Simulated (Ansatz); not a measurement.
`Cl[CH2][ZnH]` + CH₃OH → `C[O][ZnH]` + `CCl` at 400 K and 1 bar (ligand exchange at a Zn–C bond).

Gas-phase electronic energies from Ansatz, PBE0-D4/def2-TZVP geometries. CBS: MP2 limit from def2 TZ/QZ plus the TZ coupled-cluster correction, frozen cores. This one scheme is used for every species. For Zn outer-core shells are correlated without core-valence functions, which leaves a few kJ/mol of doubt a bond. Scalar relativity is left out up to krypton.

```json
{"species": "`Cl[CH2][ZnH]`", "CCSD(T)/CBS energy (Eh)": "-2277.98947", "H − E (kJ/mol)": "110.2", "S (J/(mol·K))": "321.6"}
{"species": "CH₃OH", "CCSD(T)/CBS energy (Eh)": "-115.61712", "H − E (kJ/mol)": "151.2", "S (J/(mol·K))": "252.6"}
{"species": "`C[O][ZnH]`", "CCSD(T)/CBS energy (Eh)": "-1893.99751", "H − E (kJ/mol)": "147.6", "S (J/(mol·K))": "321.6"}
{"species": "`CCl`", "CCSD(T)/CBS energy (Eh)": "-499.63220", "H − E (kJ/mol)": "114.2", "S (J/(mol·K))": "247.0"}
```

H − E and S are ideal-gas, rigid-rotor, harmonic terms from PBE0-D4/def2-TZVP. 1 Eh = 2625.50 kJ/mol, R = 8.31446 J/(mol·K).

Question: By hand: ΔE, ΔH, ΔS and ΔG.

Answer: ΔE = (-1893.99751) + (-499.63220) − (-2277.98947) − (-115.61712) = -0.02312 Eh = -60.7 kJ/mol. Δ(H − E) = 147.6 + 114.2 − 110.2 − 151.2 = 0.4, so ΔH = -60.3 kJ/mol. ΔS = 321.6 + 247.0 − 321.6 − 252.6 = -5.6 J/(mol·K). ΔG = -60.3 − 400 × (-5.6)/1000 = -58.1 kJ/mol.

Question: By hand: the equilibrium constant, and the temperature at which ΔG would vanish if ΔH and ΔS stayed fixed.

Answer: log₁₀ K = −ΔG/(RT ln 10) = 7.6. ΔG = 0 at ΔH/ΔS = 10768 K, far beyond where these terms or the molecules hold.

The number of gas molecules stays the same, so ΔS is small and ΔH decides. A doubt of 5 kJ/mol in ΔE shifts log₁₀ K by 0.7 here. These are equilibria of isolated gas molecules and say nothing of rates. Largest T1 diagnostic: 0.017 (customary marks: 0.02 for closed shells, 0.045 for open ones).
